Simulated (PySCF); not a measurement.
## Exercise with solution: refractive index and permittivity of the vapour

H7N3Si, SMILES N[SiH](N)N.

The structure is a stationary point at PBE0-D3(BJ)/def2-SVP. Other conformers were not sampled.

PBE/def2-TZVP run with PySCF gives a mean static polarisability of 50.6 bohr³ and a dipole moment of 1.12 D. Take an ideal gas at 298.15 K and 1 bar, whether or not the substance is that volatile.

### Question
Work out n − 1 in the optical limit and the static ε − 1.

### Answer

Polarisability volume α' = 50.6 × 0.148185 = 7.50 Å³. Number density N = p/kT = 2.43e-5 Å⁻³.
Dilute limit of Lorentz–Lorenz: n − 1 = 2π N α' = 0.0011.
Orientation term of Debye: μ²/(3kT) = 8.098 Å³ × μ²(D²) = 10.16 Å³.
ε − 1 = 4π N (α' + μ²/3kT) = 0.0054. Orientation of the dipole supplies 58 % of the static response; it can't follow optical fields. Vibrational polarisation and dispersion are left out.
